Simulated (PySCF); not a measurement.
**Radial density of Cr⁺ (chromium, charge +1)**

TPSSh, [Ar] 3d4 4s1, high-spin 6D determinant (an excited configuration). All numbers are calculated (PySCF 2.14, no relativity, point nucleus, in aug-cc-pVTZ with one added diffuse shell each of s, p, d, f, g type (9s8p6d4f3g, 118 functions)).

| r (bohr) | 4πr²ρ (e/bohr) | 4πr²(ρα − ρβ) |
| --- | --- | --- |
| 0.000867 | 0.08444 | 0.0000 |
| 0.00146 | 0.2322 | 0.0001 |
| 0.00245 | 0.6264 | 0.0003 |
| 0.00413 | 1.635 | 0.0007 |
| 0.00694 | 4.043 | 0.0018 |
| 0.0117 | 9.120 | 0.0041 |
| 0.0196 | 17.66 | 0.0075 |
| 0.0330 | 26.61 | 0.0096 |
| 0.0556 | 27.55 | 0.0054 |
| 0.0935 | 21.90 | 0.0074 |
| 0.157 | 28.03 | 0.0907 |
| 0.264 | 27.59 | 0.4680 |
| 0.445 | 10.97 | 1.7281 |
| 0.748 | 13.30 | 3.1444 |
| 1.26 | 6.875 | 2.2745 |
| 2.12 | 1.338 | 1.0524 |
| 3.56 | 0.3402 | 0.3386 |
| 5.99 | 0.01266 | 0.0127 |
| 10.1 | 0.0001249 | 0.0001 |
